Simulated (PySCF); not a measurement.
Species: C₉H₁₃N.
SMILES with atom numbers: `[CH3:1][c:2]1[cH:3][cH:4][cH:5][cH:6][c:7]1[N:8]([CH3:9])[CH3:10]` (hydrogens: H11, H12, H13 on C1; H14 on C3; H15 on C4; H16 on C5; H17 on C6; H18, H19, H20 on C9; H21, H22, H23 on C10)

Torsions of this conformer, `[CH3:1][c:2]1[cH:3][cH:4][cH:5][cH:6][c:7]1[N:8]([CH3:9])[CH3:10]`: C6–C7–N8–C9 112°.

The closed-shell ground state was solved at several levels (PySCF, density fitting, gas phase, non-relativistic). Geometry: PBE0-D3(BJ)/def2-SVP; no solvent, vibrations or thermal averaging.

| level | basis functions | total energy (Eh) | HOMO (eV) | LUMO (eV) | gap (eV) | dipole (D) |
| --- | --- | --- | --- | --- | --- | --- |
| CAM-B3LYP/def2-SVPD | 304 | -405.0209 | -7.09 | 0.97 | 8.06 | 0.97 |
| PBE0/pcSseg-1 | 235 | -404.9873 | -5.84 | -0.01 | 5.83 | 1.09 |

(1) Estimate the row for HF/pcSseg-1, a basis of 235 functions; the other rows only guide the guess.

(2) Over all these levels, which gives the widest orbital gap and which the narrowest?

(3) How far do the dipole and the HOMO energy spread over the levels?

Answers

(1) Total energy -402.7418 Eh, HOMO -8.10 eV, LUMO 3.58 eV, gap 11.68 eV, dipole 0.93 D.

(2) HF/pcSseg-1 (Hartree–Fock, all exact exchange) has the widest, 11.68 eV, and PBE0/pcSseg-1 (global hybrid, 25 % exact exchange) the narrowest, 5.83 eV. The two share the basis. From the narrowest to the widest the HOMO moves by -2.26 eV and the LUMO by +3.59 eV. The HOMO need not be the same orbital at Hartree–Fock and at DFT levels.

(3) The dipole runs from 0.93 to 1.09 D (mean 1.00 D) and the HOMO from -8.10 to -5.84 eV.
